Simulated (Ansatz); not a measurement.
A nudged elastic band was laid between two geometries of H4O3Sn (8 atoms, charge 0, multiplicity 1).

All numbers below come from RKS PBE0-D4/def2-SVP (Ansatz 0.2.0).

```json
{
  "movable images": "5",
  "climbing image": "yes",
  "spring": "20.0 eV/Å²",
  "optimiser": "quadratic models (default)",
  "start path": "through a guess of the saddle point",
  "force threshold": "0.05 eV/Å",
  "iteration limit": "60",
  "end points": "relaxed"
}
```

First end point:

```xyz
8
Properties=species:S:1:pos:R:3
Sn 0.014 -0.052 0.646
H -0.104 0.381 2.284
O 1.828 -0.679 0.176
H 2.165 -0.206 -0.595
O -0.398 1.457 -0.562
H -1.084 1.210 -1.195
O -1.232 -1.507 0.157
H -0.754 -2.253 -0.226
```

Last end point:

```xyz
8
Properties=species:S:1:pos:R:3
Sn -1.039 0.301 0.817
H 1.773 -0.345 1.598
O 1.380 0.020 0.797
H 1.088 -0.762 0.250
O -0.968 1.535 -0.744
H -0.583 1.091 -1.511
O -0.404 -1.315 -0.342
H -0.811 -2.172 -0.180
```

(1) Which bonds break or form, and what moves?

(2) Give the energies along the band, and the barrier.

(3) What is the geometry of the highest image?

The band took 19 iterations and about 11 core-minutes.

Results:

(1) Bonds broken: Sn1–H2. Bonds formed: H2–O3.

(2) The run converged. The highest image is number 3 of 0 to 6, 43.6 kcal/mol above the first end and 66.3 kcal/mol above the last; the last end lies 22.7 kcal/mol below the first. Neighbouring images differ by up to 2.6 eV, so the band resolves the path poorly. Another band between the same ends (5 images) ends at a top of the same energy, where a vibrational analysis finds 1 clearly imaginary mode. The orbitals stay closed-shell, which can raise the energy where a bond breaks towards radicals; this wasn't checked here.

| image | path coordinate (Å) | energy (kcal/mol) | Sn1–H2 (Å) | H2–O3 (Å) |
| --- | --- | --- | --- | --- |
| 0 | 0.00 | 0.0 | 1.70 | 3.05 |
| 1 | 1.21 | 1.4 | 1.71 | 2.95 |
| 2 | 2.42 | 4.5 | 1.70 | 2.76 |
| 3 | 3.63 | 43.6 | 1.77 | 1.58 |
| 4 | 4.89 | -15.5 | 2.73 | 0.97 |
| 5 | 6.14 | -18.0 | 2.94 | 0.97 |
| 6 | 7.40 | -22.7 | 2.99 | 0.96 |

(3) 
```xyz
8
Properties=species:S:1:pos:R:3
Sn -0.434 -0.080 0.405
H 0.723 0.030 1.741
O 1.678 0.115 0.480
H 2.260 -0.618 0.226
O -1.090 1.144 -0.998
H -0.849 2.059 -0.809
O -0.882 -1.785 -0.494
H -0.971 -2.513 0.133
```

The run took 5.8 min on 2 threads of Arm Neoverse N1 (shared host), peak memory 0.19 GiB.
